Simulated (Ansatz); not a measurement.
C$_{2}$H$_{6}$Zn, singlet, at a GFN2-xTB geometry (such geometries of metal compounds can be far from the true shape); PBE0/6-31G* (Ansatz, an electronic-structure program).

Ansatz was given this input:
Ansatz 0.2 input:
```yaml
crystal:
  periodic: [false, false, false]
  atoms:
    - {symbol: Zn, position_ang: [-0.00000000, 0.00000000, -0.00000000]}
    - {symbol: C, position_ang: [1.58168783, 0.22714311, -1.27171747]}
    - {symbol: H, position_ang: [2.29051525, -0.59164379, -1.18304619]}
    - {symbol: H, position_ang: [2.12813446, 1.14546039, -1.07473949]}
    - {symbol: H, position_ang: [1.26208980, 0.26198332, -2.30967418]}
    - {symbol: C, position_ang: [-1.58168783, -0.22714311, 1.27171747]}
    - {symbol: H, position_ang: [-2.12813446, -1.14546039, 1.07473949]}
    - {symbol: H, position_ang: [-2.29051525, 0.59164379, 1.18304619]}
    - {symbol: H, position_ang: [-1.26208980, -0.26198332, 2.30967418]}
basis:
  gaussian:
    orbitals: 6-31G*
hamiltonian:
  xc: pbe0
```

It wrote (shortened):

```
Functional definition: PBE0
801 factors; integrals over basis functions are off by at most 7.0e-4 eV
mean field evaluation 1: about -50564.1299 eV, gradient 6.4e1 eV
mean field evaluation 2: about -50560.1778 eV, gradient 7.7e1 eV
mean field evaluation 4: about -50572.8668 eV, gradient 2.3e0 eV
mean field evaluation 8: about -50573.0429 eV, gradient 1.7e-1 eV
mean field evaluation 16: about -50573.0430 eV, gradient 3.5e-5 eV
mean field -50573.04295959 eV, -1858.5250491252 hartree, gradient 1.4e-5 eV, S^2 0.000000; 0 other end points of the search recorded, 0 dependent functions left out
reference -50573.04298711 eV, -1858.5250501366 hartree; 24, 24 occupied and 54, 54 virtual orbitals, 801 factors
Total energy: -50573.04298711 eV, -1858.5250501366 hartree
```
